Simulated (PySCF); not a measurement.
B(OH)2(SMe) (CH₅BO₂S), SMILES CSB(O)O.

The structure is a stationary point at B3LYP-D3(BJ)/def2-SVP. The values are those of a single conformer.

Calculation: PySCF 2.14.0 with TDDFT-PBE/def2-SVPD.

Vertical excitations. The molecule is in vacuum. State labels are in the subgroup Cs.

```
state  symmetry  energy (eV)  λ (nm)      f         main pairs
-----  --------  -----------  ------  -----  -----------------
S1           A"         4.47     278  0.000    HOMO→LUMO 100 %
S2           A"         5.51     225  0.000   HOMO→LUMO+1 99 %
S3           A'         6.22     199  0.007   HOMO−1→LUMO 88 %
S4           A"         6.26     198  0.028   HOMO→LUMO+3 99 %
S5           A'         6.50     191  0.194   HOMO→LUMO+2 81 %
S6           A"         6.59     188  0.015   HOMO→LUMO+4 98 %
S7           A"         6.84     181  0.000   HOMO→LUMO+5 99 %
S8           A"         6.88     180  0.000  HOMO−2→LUMO 100 %
S9           A'         6.92     179  0.021   HOMO→LUMO+6 98 %
S10          A'         7.32     169  0.009   HOMO−3→LUMO 99 %
T1           A"         4.41     281      0    HOMO→LUMO 100 %
T2           A"         5.18     239      0   HOMO→LUMO+1 98 %
T3           A'         5.47     227      0   HOMO→LUMO+2 99 %
T4           A"         6.12     203      0   HOMO→LUMO+3 97 %
```
Triplets are in the Tamm–Dancoff approximation, which puts them higher than full response would, so one can lie above its singlet here.
